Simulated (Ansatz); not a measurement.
Pulling on the Cd1–H2 bond in BrCdH (SMILES [Br][CdH]) (multiplicity 1 held, fragments rigid). Energies count from the point at 1.659 Å.
Geometry at that point (charge 0, multiplicity 1):
```
atom   x (Å)   y (Å)    z (Å)
----  ------  ------  -------
Cd    0.0000  0.0000  -0.9978
H     0.0000  0.0000  -2.6564
Br    0.0000  0.0000   1.4443
```

Unrestricted levels (U-) break spin symmetry where that is lower.

Cores are frozen in the correlated methods. Filled d and f shells under p-block atoms count as core.

The values were computed with Ansatz (Gaussian basis) for Hartree–Fock, density functionals and correlated methods. Each number belongs to the level named beside it. In def2 rows elements past Kr take small-core potentials, without spin–orbit coupling.

Give the energy at R = 5.308 Å at the level U-CCSD(T)/def2-TZVPP.

71.0 kcal/mol

Predict the energy at R = 5.308 Å from U-MP2/def2-TZVPP.

68.5 kcal/mol

What energy at R = 5.308 Å does U-wB97X-V/def2-TZVPP give?

74.5 kcal/mol

Doubts at one or more of the structures used: a spin-contaminated determinant (U-wB97X-V/def2-TZVPP, U-MP2/def2-TZVPP, U-CCSD(T)/def2-TZVPP).

Ansatz is a program for electronic structure.
